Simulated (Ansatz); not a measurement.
System: AsO, net charge 0, doublet state. 
Structure (B3LYP-D3(BJ)/def2-TZVP (Ansatz, a program for electronic structure) minimum search):
```
As
O 1 1.6262
```
Charge 0, spin multiplicity 2.

Wanted: vertical electron affinity (to the triplet state of charge -1; a negative value means that the extra electron is unbound and the number depends on the basis; each state is the SCF solution reached for its spin; for the doublet the Hartree-Fock reference is unstable and T1 is 0.030), in eV. Correlated levels leave the core frozen unless marked. UHF or UKS for open shells. Spin-orbit coupling is left out. Frozen are the shells of the preceding noble gas and the d and f shells that filled before the atom's block. Non-relativistic. Anions need diffuse functions: aug- sets have them; def2-D sets add few. 

| level | program | vertical electron affinity (eV) |
|---|---|---|
| PBE0/def2-TZVPD | Ansatz | 1.31 |
| BHLYP/def2-TZVPD | Ansatz | 1.31 |
| wB97M-V/def2-TZVPD | Ansatz | 1.18 |
| wB97X/def2-TZVPD | Ansatz | 1.23 |
| CCSD/def2-SVPD | Ansatz | 0.94 |
| CCSD/aug-cc-pVTZ | Ansatz | 1.29 |
| CCSD/def2-TZVPPD | Ansatz | 1.13 |
| CCSD/aug-cc-pVQZ | Ansatz | 1.33 |
| CCSD(T)/def2-SVPD | Ansatz | 0.89 |
